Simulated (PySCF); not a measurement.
PySCF input file for CH5MgNO, SMILES C[O][Mg][NH2], PBE0/pcSseg-1. The structure is a stationary point at B3LYP-D3(BJ)/def2-SVP. One conformer was computed; it need not be the lowest.

```python
import numpy as np
from pyscf import gto, scf, dft
from pyscf.prop.nmr import rks as nmr

mol = gto.M(
    atom='''
    Mg    0.41050424    0.16662552    0.50947797
    O    -0.67143162   -0.27229115   -0.82860397
    C    -1.50777225   -0.61211066   -1.87090894
    H    -2.30332990    0.14484365   -2.03272585
    H    -0.96115077   -0.71029476   -2.83201876
    H    -2.02129949   -1.58052295   -1.69626310
    N     1.56009423    0.63314487    1.93215074
    H     1.98554302   -0.00527672    2.60065387
    H     1.87161311    1.57072364    2.17584844
    ''',
    basis='pcSseg-1',
    charge=0,
    spin=0,
    max_memory=1600,
    verbose=3,
)
mf = dft.RKS(mol, xc='pbe0')
mf.grids.level = 3
mf.conv_tol = 1e-10
mf.max_cycle = 100
mf.kernel()
n = nmr.NMR(mf)
n.verbose = 2
n.max_cycle_cphf = 60
sigma = n.kernel()
print('atom   isotropic/ppm   span/ppm')
for i, s in enumerate(sigma):
    w = np.linalg.eigvalsh((s + s.T) / 2)
    print(f'{mol.atom_symbol(i):2s}{i + 1:3d} {w.mean():14.3f} {w[2] - w[0]:11.3f}')
```

Program output:

```
converged SCF energy = -370.869642837164
atom   isotropic/ppm   span/ppm
Mg  1        514.185     269.376
O   2        379.903      45.522
C   3        127.941      81.925
H   4         27.248      10.957
H   5         27.235      11.055
H   6         27.252      10.924
N   7        312.850     103.990
H   8         33.318      21.542
H   9         33.318      21.541
```

Self-consistency was reached.
